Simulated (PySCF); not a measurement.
# C7H7N3: full NMR table

| Quantity | Value |
| --- | --- |
| Formula | C7H7N3 |
| SMILES | C#CCn1ncc(C=C)n1 |
| InChI | InChI=1S/C7H7N3/c1-3-5-10-8-6-7(4-2)9-10/h1,4,6H,2,5H2 |
| Point group of the computed structure | C1 |
| Degrees of unsaturation | 6 |
| Carbon signals | 7 |
| Proton signals | 6 |

Molfile (atoms numbered from 1):
```
C7H7N3
     RDKit          3D

 17 17  0  0  0  0  0  0  0  0999 V2000
   -3.5639   -0.6559   -1.5156 C   0  0  0  0  0  0  0  0  0  0  0  0
   -3.0213   -0.4242   -0.4754 C   0  0  0  0  0  0  0  0  0  0  0  0
   -2.3199   -0.1373    0.7642 C   0  0  0  0  0  0  0  0  0  0  0  0
   -0.9443    0.1974    0.5102 N   0  0  0  0  0  0  0  0  0  0  0  0
   -0.5530    1.4265    0.2688 N   0  0  0  0  0  0  0  0  0  0  0  0
    0.7486    1.3285    0.0663 C   0  0  0  0  0  0  0  0  0  0  0  0
    1.1167   -0.0256    0.1991 C   0  0  0  0  0  0  0  0  0  0  0  0
    2.4005   -0.6743    0.0803 C   0  0  0  0  0  0  0  0  0  0  0  0
    3.5415   -0.0425   -0.1639 C   0  0  0  0  0  0  0  0  0  0  0  0
    0.0015   -0.7033    0.4811 N   0  0  0  0  0  0  0  0  0  0  0  0
   -4.0594   -0.8632   -2.4167 H   0  0  0  0  0  0  0  0  0  0  0  0
   -2.7894    0.7143    1.2655 H   0  0  0  0  0  0  0  0  0  0  0  0
   -2.3386   -1.0198    1.4106 H   0  0  0  0  0  0  0  0  0  0  0  0
    1.3442    2.1889   -0.1527 H   0  0  0  0  0  0  0  0  0  0  0  0
    2.3699   -1.7476    0.2048 H   0  0  0  0  0  0  0  0  0  0  0  0
    4.4720   -0.5760   -0.2494 H   0  0  0  0  0  0  0  0  0  0  0  0
    3.5878    1.0262   -0.2873 H   0  0  0  0  0  0  0  0  0  0  0  0
  1  2  3  0
  2  3  1  0
  3  4  1  0
  4  5  1  0
  5  6  2  0
  6  7  1  0
  7  8  1  0
  8  9  2  0
  7 10  2  0
 10  4  1  0
  1 11  1  0
  3 12  1  0
  3 13  1  0
  6 14  1  0
  8 15  1  0
  9 16  1  0
  9 17  1  0
M  END
```

[PySCF 2.14: NMR shieldings at PBE0/pcSseg-1/GIAO; geometry from GFN2-xTB; non-relativistic Hamiltonian; no solvent model; one conformer; averaged over atoms made equivalent by symmetry, fast rotation or ring inversion]

References, each an isolated molecule treated in the same way: 1H, 13C vs TMS; NH3 for 15N.

| carbon | δC, type | δH (multiplicity) | HMBC from (2–3 bonds) | span of the C tensor (ppm) |
| --- | --- | --- | --- | --- |
| C1 | 81.8, CH | 1.83 (t) | H12/H13 | 207 |
| C2 | 82.7, C | – | H12/H13, H11 | 288 |
| C3 | 45.6, CH2 | 5.15 (d) | H11 | 48 |
| C6 | 136.1, CH | 7.99 (s) | H15 | 166 |
| C7 | 153.1, C | – | H14, H15, H17, H16 | 143 |
| C8 | 135.6, CH | 7.13 (m) | H14, H17, H16 | 226 |
| C9 | 121.7, CH2 | H16 5.74 (m); H17 6.17 (m) | H15 | 217 |

Other nuclei:
```tsv
atoms	nucleus	environment	δ (ppm)	σ (ppm)
N5	15N	pyridine-type nitrogen of an azole	366.7	-99.0
N10	15N	pyridine-type nitrogen of an azole	363.9	-96.1
N4	15N	pyrrole-type ring nitrogen	271.4	-3.7
```

Carbon types of the structure: 2 × C, 3 × CH, 2 × CH2, which accounts for all hydrogens. δC 136.1: aromatic CH next to a ring nitrogen. δC 135.6: alkene CH; as expected for a trigonal carbon in a double bond. δC 121.7: terminal =CH2 carbon; the olefinic region. δC 82.7: alkyne carbon; the triple bond shields along its axis, which puts it between sp3 and sp2 carbons. δC 81.8: terminal alkyne carbon; the triple bond shields along its axis, which puts it between sp3 and sp2 carbons.

Shifts are as computed. Against solution values, carbons near 30 ppm lie about +3 ppm off and those near 130 ppm about +5 ppm. Of 1211 compounds with measured shifts, 218 miss one by over three times the rms of a fit or turn the order of signals round; such compounds aren't used in these exercises. Experimental scales use liquid or dissolved standards, which lie at an offset from isolated NH3 (liquid NH3: subtract about 20 ppm). Unscaled 15N shifts of sp2 nitrogen come out 20 to 40 ppm too high even then. Multiplicities follow the n + 1 count of equivalent neighbours, as no J values were calculated; m marks all less simple cases, F and P coupling included.
